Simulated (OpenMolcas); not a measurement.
# As2+: the spin-orbit constant, worked from levels

| Quantity | Value |
| --- | --- |
| Program | OpenMolcas |
| Basis | ANO-RCC-VQZP [7s6p4d2f1g] |
| Scalar Hamiltonian | DKH2, point nucleus |
| Active space | 3 electrons in 4 orbitals (4s 4p) |
| State averaging | 2S+1 = 4 odd, 1 root; 2S+1 = 2 odd, 11 roots; 2S+1 = 4 even, 3 roots; 2S+1 = 2 even, 9 roots |
| Spin-orbit coupling | state interaction with AMFI integrals over the reference wave functions, term energies averaged over their components |

Methods: CASSCF; MS-CASPT2, IPEA 0.25 Eh, imaginary shift 0.1 Eh (closed shells correlated: 3d). Measured levels: Moore, Atomic Energy Levels, vol. II, NSRDS-NBS 35 (1971 reprint of NBS Circular 467, 1952).

**The spin-orbit constant.** For the Hund term ²P° of p1, E(J) = (A/2) J(J+1) + constant and ζ = 2S·A = A. From J = 1/2 to J = 3/2 the energy changes by 1.5 A.

```json
{"Source": "CASSCF", "E(3/2) - E(1/2)": "2560.9", "A": "1707.3", "ζ": "1707"}
{"Source": "MS-CASPT2", "E(3/2) - E(1/2)": "2577.2", "A": "1718.1", "ζ": "1718"}
{"Source": "measured", "E(3/2) - E(1/2)": "2940.0", "A": "1960.0", "ζ": "1960"}
```

All in cm-1. MS-CASPT2 is off by -12.3 % and CASSCF by -12.9 %. Both methods take the spin-orbit matrix elements from the reference wave functions, so the second can move ζ only through the term energies and any multistate remixing.

Over all roots computed the reference weight is 0.89 to 0.98 in MS-CASPT2; the roots of lowest weight are the least certain, and an intruder state may touch them. Computed and measured levels are paired by configuration, term and J; levels that our copy of the source lacks, or whose pairing is in doubt (as where it misses far off the trend of its configuration), stay unpaired and out of the deviations. Only configurations of the active space appear.

° marks odd parity.
